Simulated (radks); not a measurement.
Dynamic dipole polarisability and lines of the copper ion Cu+, [Ar] 3d10. Calculated with a radial shooting solver on a logarithmic mesh with Libxc functionals: non-relativistic Kohn-Sham, LDA (Slater exchange, VWN5 correlation), spin-polarised, spherical densities, point nucleus. Time-dependent linear response with the Hartree and adiabatic LDA kernel, continuum included through the Sternheimer equations. Lines are the poles of the dipole polarisability below minus the highest occupied eigenvalue, found on a grid refined at the orbital gaps; the lowest seven at most are given, and weak or close lines can be missed. The first line takes the name of the lowest orbital gap if no other gap lies below it; otherwise a line is named after a gap within 0.6 % of it, if that gap stands alone.

photon energy (eV),alpha (bohr^3)
0,7.887
0.232,7.891
1.621,8.081
3.010,8.630
4.399,9.813
5.788,12.66
7.178,25.07
8.567,-24.60
9.956,-2.730
11.345,1.835
12.734,2.578

Lines (eV, oscillator strength): 8.015 (154.7 nm, 3d-4p), f = 0.359; 12.187 (101.7 nm, 3d-5p), f = 0.0240. Higher lines, where found, are left out when the end of the mesh affects them. Those listed give 54 % of the static polarisability (sum of f/w^2). Orbital energy gaps for comparison: 3d-4p 7.566 eV; 3d-5p 12.132 eV. At laser wavelengths: 1550 nm 7.933, 1064 nm 7.986, 780 nm 8.074, 532 nm 8.307, 355 nm 8.944, 266 nm 10.16, 193 nm 15.65 bohr^3.
